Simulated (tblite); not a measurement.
Compound: C8H9 (doublet state).
Cartesian coordinates in Å at the GFN2-xTB level; atoms count from 1:
```
atom  x, y, z in Å
C1     3.4491    1.6184    0.4911
C2     2.8487    0.6205    0.2077
C3     2.1174   -0.5693   -0.1109
C4     1.3609   -1.2887    0.9546
C5     0.6164   -0.6063    0.0546
C6    -0.5603   -0.2031   -0.4648
C7    -1.8814   -0.6000    0.1019
C8    -2.6529    0.6246    0.6028
H9     3.9784    2.4935    0.7236
H10    2.5654   -1.1435   -0.9219
H11    1.4563   -1.7816    1.8887
H12   -0.5686    0.4638   -1.3154
H13   -2.4768   -1.0933   -0.6740
H14   -1.7336   -1.3056    0.9210
H15   -2.0879    1.1303    1.3823
H16   -2.8220    1.3269   -0.2104
H17   -3.6163    0.3254    1.0088
```

Level: GFN2-xTB in tblite, geometry and Hessian alike; calculated harmonic values, unscaled, isolated species. The method is semi-empirical: single wavenumbers can be off by several per cent or more. One conformer, not necessarily the lowest. Open shells enter through the occupations alone, without spin polarisation, and single modes of such species can be off by tens of per cent.

Harmonic wavenumbers (cm⁻¹): 40.4, 61.4, 119.4, 169.5, 182.0, 232.9, 312.4, 331.8, 365.6, 422.1, 485.4, 543.5, 648.1, 663.0, 721.8, 776.1, 851.6, 903.0, 943.6, 949.9, 970.5, 1058.8, 1064.9, 1106.1, 1153.5, 1186.5, 1233.3, 1262.3, 1298.7, 1385.3, 1405.4, 1470.4, 1497.5, 1503.0, 1722.4, 2274.2, 2927.2, 2937.0, 2992.8, 3034.0, 3035.6, 3040.9, 3065.7, 3242.8, 3394.3.

A = 4528, B = 988.2, C = 886.9 MHz; mass 105.070 u (most abundant isotopes); point group C1, symmetry number 1; spin multiplicity 2.

Zero-point energy?

½Σν̃ = 29493 cm⁻¹ = 84.33 kcal/mol.

Entropy at 500 K, 1 bar (ideal gas, RRHO, classical rotation)?

Translation 42.46, rotation 30.33, vibration 46.03, spin (R ln 2) 1.38: S = 120.2 cal/(mol K).

And Cp and H(500 K) − H(0)?

Cp = 51.81 cal/(mol K), of which vibrations give 43.86 (their classical limit is 45 R = 89.4); H(500 K) − H(0) = 15.60 kcal/mol without the zero-point energy, 11.63 from vibrations.

What must be added to the electronic energy to get the Gibbs energy at 500 K and 1 bar?

ZPE + [H(500 K) − H(0)] − T·S = 84.33 + 15.60 − 60.10 = 39.83 kcal/mol.

How do the functions run with temperature in this model?

| T (K) | S (cal/(mol K)) | Cp (cal/(mol K)) | H − H(0) (kcal/mol) | G − H(0) (kcal/mol) | ln q(vib) |
| --- | --- | --- | --- | --- | --- |
| 50 | 59.2 | 12.9 | 0.51 | -2.46 | 0.61 |
| 100 | 69.8 | 18.0 | 1.28 | -5.70 | 1.78 |
| 298.15 | 97.6 | 36.0 | 6.65 | -22.45 | 6.65 |
| 373.15 | 106.4 | 42.5 | 9.60 | -30.11 | 8.45 |
| 750 | 143.8 | 64.7 | 30.29 | -77.59 | 17.12 |
| 1000 | 163.7 | 73.3 | 47.62 | -116.10 | 22.33 |

q(vib) and H(0) count from the zero-point level.

Blend soft modes into free rotors: weight 1/[1 + (100 cm⁻¹/ν̃)⁴] for the oscillator and the rest for a rotor with moment μB/(μ + B), μ = h/(8π²ν), B = 10⁻⁴⁴ kg m². What vibrational entropy results?

42.28 cal/(mol K) in place of 46.03, which changes −T·S at 500 K by +1.87 kcal/mol.

Which modes carry the vibrational entropy at 500 K?

40.4 cm⁻¹: 6.26; 61.4 cm⁻¹: 5.43; 119.4 cm⁻¹: 4.12; 169.5 cm⁻¹: 3.43; 182.0 cm⁻¹: 3.30; 232.9 cm⁻¹: 2.82 cal/(mol K); the other 39 give 20.66 together.

Hindered rotation and anharmonicity are outside this model. Other conformers, if any are populated, would add a mixing term that is left out. The structure is chiral; the term R ln 2 for an equal mix with its mirror image is left out.

On Arm Neoverse V1, one thread, shared host, this took 0.51 s. The figure is for the frequency step alone.
